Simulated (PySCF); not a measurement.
In (SMILES [In+]), charge +1, singlet (core potentials on In); CAMB3LYP/def2-SVPD, TDA (PySCF).

Here is a job for PySCF.
```python
from pyscf import gto, scf, dft, tdscf

mol = gto.Mole()
mol.atom = '''
    In    0.000000    0.000000    0.000000
'''
mol.basis = 'def2-svpd'
mol.ecp = {'In': 'def2-svpd'}
mol.charge = 1
mol.spin = 0
mol.verbose = 4
mol.build()

mf = dft.RKS(mol)
mf.xc = 'camb3lyp'
mf.kernel()
td = mf.TDA()
td.nstates = 5
td.kernel()
td.analyze(verbose=3)
```

Output, abridged:

```
PySCF version 2.14.0

[INPUT] verbose = 4
[INPUT] num. atoms = 1
[INPUT] num. electrons = 20
[INPUT] charge = 1
[INPUT] spin (= nelec alpha-beta = 2S) = 0
[INPUT] symmetry False subgroup None
[INPUT] Mole.unit = angstrom
[INPUT] Symbol           X                Y                Z      unit          X                Y                Z       unit  Magmom
[INPUT]  1 In     0.000000000000   0.000000000000   0.000000000000 AA    0.000000000000   0.000000000000   0.000000000000 Bohr   0.0

nuclear repulsion = 0
number of shells = 12
number of NR pGTOs = 67
number of NR cGTOs = 32
basis = def2-svpd
ecp = {'In': 'def2-svpd'}

******** <class 'pyscf.dft.rks.RKS'> ********
method = RKS
initial guess = minao
damping factor = 0
level_shift factor = 0
DIIS = <class 'pyscf.scf.diis.CDIIS'>
diis_start_cycle = 1
diis_space = 8
diis_damp = 0
SCF conv_tol = 1e-09
SCF conv_tol_grad = None
SCF max_cycles = 50
direct_scf = True
direct_scf_tol = 1e-13
XC library pyscf.dft.libxc version 7.1.2
    S. Lehtola, C. Steigemann, M. J. T. Oliveira, and M. A. L. Marques,  SoftwareX 7, 1–5 (2018)
XC functionals = camb3lyp
    T. Yanai, D. P. Tew, and N. C. Handy,  Chem. Phys. Lett. 393, 51 (2004)
radial grids:
    Treutler-Ahlrichs [JCP 102, 346 (1995); DOI:10.1063/1.469408] (M4) radial grids

becke partition: Becke, JCP 88, 2547 (1988); DOI:10.1063/1.454033
pruning grids: <function nwchem_prune>
grids dens level: 3
symmetrized grids: False
atomic radii adjust function: <function treutler_atomic_radii_adjust>
small_rho_cutoff = 0
Set gradient conv threshold to 3.16228e-05
Initial guess from minao.
tot grids = 21880
init E= -169.101492735216
  HOMO = -0.997680467835592  LUMO = -0.535397739744831  gap/eV = 12.57935
cycle= 1 E= -189.581790409954  delta_E= -20.5  |g|= 1.32  |ddm|= 12.1
  HOMO = -0.549816268029027  LUMO = -0.205000546106409  gap/eV = 9.38291
cycle= 2 E= -189.818934501209  delta_E= -0.237  |g|= 0.658  |ddm|= 3.45
  HOMO = -0.632604214324033  LUMO = -0.249778100710978  gap/eV = 10.41723
cycle= 3 E= -189.879835689562  delta_E= -0.0609  |g|= 0.0189  |ddm|= 0.775
  HOMO = -0.630794269581314  LUMO = -0.248711254847003  gap/eV = 10.39701
cycle= 4 E= -189.879947897627  delta_E= -0.000112  |g|= 0.00264  |ddm|= 0.0831
  HOMO = -0.631832357760444  LUMO = -0.249583522250841  gap/eV = 10.40152
cycle= 5 E= -189.87994971643  delta_E= -1.82e-06  |g|= 0.000176  |ddm|= 0.0058
  HOMO = -0.631887461956031  LUMO = -0.249650479243255  gap/eV = 10.40120
cycle= 6 E= -189.87994972688  delta_E= -1.04e-08  |g|= 3.13e-06  |ddm|= 0.000758
  HOMO = -0.631887015334441  LUMO = -0.249650443839199  gap/eV = 10.40119
cycle= 7 E= -189.879949726886  delta_E= -6.14e-12  |g|= 2.43e-07  |ddm|= 1.99e-05
  HOMO = -0.631887093460744  LUMO = -0.249650511452541  gap/eV = 10.40119
Extra cycle  E= -189.879949726887  delta_E= -2.27e-13  |g|= 6.63e-08  |ddm|= 2.06e-06
converged SCF energy = -189.879949726887

******** <class 'pyscf.tdscf.rks.TDA'> for <class 'pyscf.dft.rks.RKS'> ********
nstates = 5 singlet
deg_eia_thresh = 1.000e-03
wfnsym = None
conv_tol = 1e-05
eigh lindep = 1e-12
eigh level_shift = 0
eigh max_cycle = 100

Excitation energies (eV)
[ 8.36858755  8.36858755  8.36858755 11.62418651 12.49542033]

** Singlet excitation energies and oscillator strengths **
Excited State   1:      8.36859 eV    148.15 nm  f=0.8174
Excited State   2:      8.36859 eV    148.15 nm  f=0.8174
Excited State   3:      8.36859 eV    148.15 nm  f=0.8174
Excited State   4:     11.62419 eV    106.66 nm  f=0.0000
Excited State   5:     12.49542 eV     99.22 nm  f=0.0000
```
